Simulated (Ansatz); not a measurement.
Saddle point of BAsH₆O₃, closed shell (BH₃O₃ ([OH][B]([OH])[OH]) + AsH₃ → BAsH₄O₂ ([OH][B]([OH])[AsH2]) + H₂O; bonds formed: B1–As6, O2–H5; bonds broken: B1–O2, H5–As6), PBE0-D4/def2-TZVP structure:

B1  (0.563, 0.221, -0.506)
O2  (-0.304, 1.368, 0.039)
O3  (1.823, 0.290, 0.027)
O4  (0.365, -0.137, -1.810)
H5  (-0.758, 0.487, 0.598)
As6  (-0.707, -1.486, 0.839)
H7  (0.229, 1.908, 0.642)
H8  (2.450, -0.272, -0.434)
H9  (-0.548, -0.110, -2.099)
H10  (-2.176, -1.328, 0.457)
H11  (-0.938, -0.941, 2.246)
(Å)

Energies are electronic, without zero-point energy. Barriers and step energies count from the start structure reached by relaxing down the imaginary mode; all methods use the PBE0-D4 structures, on which another method's saddle can fall below an end. Ansatz 0.2.0; basis: def2-TZVPP, with def2-QZVPP for the basis limit; cores frozen in the correlated methods. Filled d shells of the heavier atoms are correlated. The def2 sets are not built for correlating such inner shells, so the correlated values are less sure here. B3LYP uses VWN-RPA correlation. Extrapolation: Hartree–Fock as exp(−7.88 √X), correlation as X^−2.97.

```tsv
method	barrier (eV)	step energy (eV)
SPW92	1.727	1.146
PBE-D4	?	1.068
BLYP-D4	2.274	1.143
r2SCAN-D4	?	1.184
B97M-V	2.488	1.264
PBE0-D4	?	1.138
B3LYP-D4	2.413	1.201
r2SCAN0-D4	2.300	1.219
BHLYP-D4	2.647	1.287
CAM-B3LYP-D4	2.498	1.260
wB97X-V	2.446	1.190
wB97M-V	2.362	1.193
B2PLYP	2.468	1.208
PBE-QIDH	2.347	1.180
RPA on PBE	2.465	1.152
HF	3.219	1.445
MP2	2.342	1.137
CCSD	2.596	1.212
CCSD(T)	2.455	1.171
```

Q: Fill in the withheld barriers. (Judge from chemistry; the value comes from the calculation.)

A: Computed: r2SCAN-D4 2.185; PBE0-D4 2.207; PBE-D4 2.020 eV. Each is the energy of the saddle less that of the start structure, by the same method.

For comparison, the barrier by CCSD(T) at an estimated basis limit (MP2 extrapolated from triple and quadruple zeta, plus CCSD(T) − MP2 in triple zeta) is 2.412 eV.

The T1 diagnostic stays at or below 0.013.

Labels in which every atom is bracketed show which atoms are joined, not bond orders.

For scale, one of the runs: CCSD(T)/def2-TZVPP, 256 basis functions, launched by `ansatz run in.yaml --threads 8 --pin off --events-out ev --progress --plain --max-ram 19148MiB`. Time: 3.4 min of wall clock on 8 CPU threads of an Arm Neoverse V1; the host was shared. Peak host memory: 6.4 GiB.
